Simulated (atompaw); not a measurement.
# Pm (Z = 61): one change to a PAW (atompaw) potential, before and after

Pm, PAW, made with atompaw 4.2.0.5 (PBEsol, scalar-relativistic). Core [Kr] 4d10, reference 4f5 5s2 5p6 5d0 6s2 6p0. Waves: 5s (bound): rc 1.95 bohr; 6s (bound): rc 2.15 bohr; 5p (bound): rc 2.65 bohr; 6p (bound, empty): rc 2.65 bohr; 5d (bound, empty): rc 2.60 bohr; 5d channel at 4.5 Ry: rc 2.65 bohr; 4f (bound): rc 1.30 bohr; 4f channel at 3.1 Ry: rc 1.30 bohr. Local part: ultrasoft scheme with l = 4 at 0 Ry, radius 1.85 bohr. Core correction: smooth core density matched at 2.15 bohr. Augmentation charge: sinc compensation charge, radius 2.25 bohr; PAW radius 2.65 bohr; waves and projectors: custom polynom vanderbiltortho.

Change: all radii scaled by about 1.12 (s 2.18, p 2.96, d 2.92, f 1.46 bohr); local potential ultrasoft scheme with l = 4 at 0 Ry, radius 2.08 bohr; augmentation sinc compensation charge, radius 2.52 bohr; PAW radius 2.96 bohr; waves and projectors: custom polynom vanderbiltortho; core correction smooth core density matched at 2.40 bohr.

Cutoffs: the cutoffs (Ry, on a coarse ladder) from which the occupation-weighted sum of valence levels, in a spherical-Bessel basis at the reference potential, stays within 10 and 1 mRy of its value at 400 Ry; they do not see the model core or the augmentation charge, which bear on the density cutoff.

Problem. What does the change do?

Solution. The potential gets softer (110 Ry and 180 Ry → 90 Ry and 140 Ry); neither file shows a bound ghost. A larger radius leaves more room for a smooth pseudo-wave, so fewer plane waves are needed.

| quantity | base | changed |
| --- | --- | --- |
| cutoff, loose | 110 Ry | 90 Ry |
| cutoff, tight | 180 Ry | 140 Ry |
| loose cutoff by channel (10 mRy a level) | s 8 Ry, p 10 Ry, f 70 Ry | s 8 Ry, p 8 Ry, f 55 Ry |
| bound ghosts | none | none |
| lowest overlap eigenvalue by channel | s 0.16, p 0.88, d 0.87, f 0.98 | s 0.43, p 0.86, d 0.79, f 0.97 |

 The cutoffs see the waves, projectors and local potential, not the compensation charge or the core.
